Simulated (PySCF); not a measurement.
ClF3H2OSi2, SMILES Cl[SiH2]O[Si](F)(F)F.

Coordinates come from a PBE0-D3(BJ)/def2-SVP optimisation. This is a generated structure with no PubChem entry under its InChIKey; it may be hypothetical. The values are those of a single conformer.

Two levels are set side by side: TDA-PBE/def2-SVPD (PySCF) and TDA-PBE0/def2-SVPD (PySCF). Vertical, same geometry. The lowest singlet is HOMO→LUMO 99 % with PBE and HOMO→LUMO 90 % with the other functional; states are paired by order. Differences are taken from unrounded values.

| quantity | TDA-PBE0 | TDA-PBE | TDA-PBE minus TDA-PBE0 |
|---|---|---|---|
| lowest singlet excitation (eV) | 7.63 | 6.74 | -0.89 |
| lowest triplet excitation (TDA) (eV) | 7.21 | 6.56 | -0.65 |

A lower first singlet is the usual sign of a functional without exact exchange. Differences between two approximate levels are no errors against the true value.

Rough cost on one machine, each run with all the roots and properties that it gave: TDA-PBE0 against TDA-PBE about 3 times.
